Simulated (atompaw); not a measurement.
**What one change does to a pseudopotential (zinc, PAW (atompaw))**

```json
{
  "Element": "Zn",
  "Generator": "atompaw 4.2.0.5",
  "Type": "PAW",
  "Functional": "PBE",
  "Relativity": "scalar-relativistic",
  "Frozen core": "[Ar]",
  "Valence charge": "12",
  "Reference configuration": "3d10 4s1.5 4p0 (charge +0.5)",
  "Partial waves": "4s (bound): rc 1.95 bohr; 4s channel at 0.7 Ry: rc 1.95 bohr; 4p (bound, empty): rc 1.95 bohr; 4p channel at 3.75 Ry: rc 1.95 bohr; 3d (bound): rc 1.20 bohr; 3d channel at -0.6 Ry: rc 1.20 bohr",
  "Local potential": "ultrasoft scheme with l = 3 at 0 Ry, radius 1.80 bohr",
  "Core correction": "smooth core density matched at 1.00 bohr",
  "Augmentation charge": "sinc compensation charge, radius 1.50 bohr; PAW radius 1.95 bohr; waves and projectors: custom polynom gramschmidtortho"
}
```

Change: wave 4s (bound): rc 1.95 bohr becomes 4s (bound): rc 1.68 bohr.

Cutoffs: the cutoffs (Ry, on a coarse ladder) from which the occupation-weighted sum of valence levels, in a spherical-Bessel basis at the reference potential, stays within 10 and 1 mRy of its value at 400 Ry; they do not see the model core or the augmentation charge, which bear on the density cutoff.

Problem. What does the change do?

Solution. The potential gets neither clearly harder nor softer (110 Ry and 180 Ry → 110 Ry and 180 Ry); the d channel sets the loose cutoff, while the largest relative change is in s, which becomes harder; the range in which the s phases agree narrows (upper end at the end of the scan → 2.2); neither file shows a bound ghost.

| quantity | base | changed |
| --- | --- | --- |
| cutoff, loose | 110 Ry | 110 Ry |
| cutoff, tight | 180 Ry | 180 Ry |
| loose cutoff by channel (10 mRy a level) | s 8 Ry, d 60 Ry | s 10 Ry, d 60 Ry |
| bound ghosts | none | none |
| s: phases at 1.95 bohr within 0.05 rad from the reference energy up to (Ry; the scan ends near 5) | to the end of the scan | 2.2 |
| p: phases at 1.95 bohr within 0.05 rad from the reference energy up to (Ry; the scan ends near 5) | 4.6 | 4.6 |
| d: phases at 1.95 bohr within 0.05 rad from the reference energy up to (Ry; the scan ends near 5) | 2.4 | 2.4 |
| lowest overlap eigenvalue by channel | s 0.17, p 0.42, d 0.99 | s 0.02, p 0.42, d 0.99 |

 The cutoffs see the waves, projectors and local potential, not the compensation charge or the core.
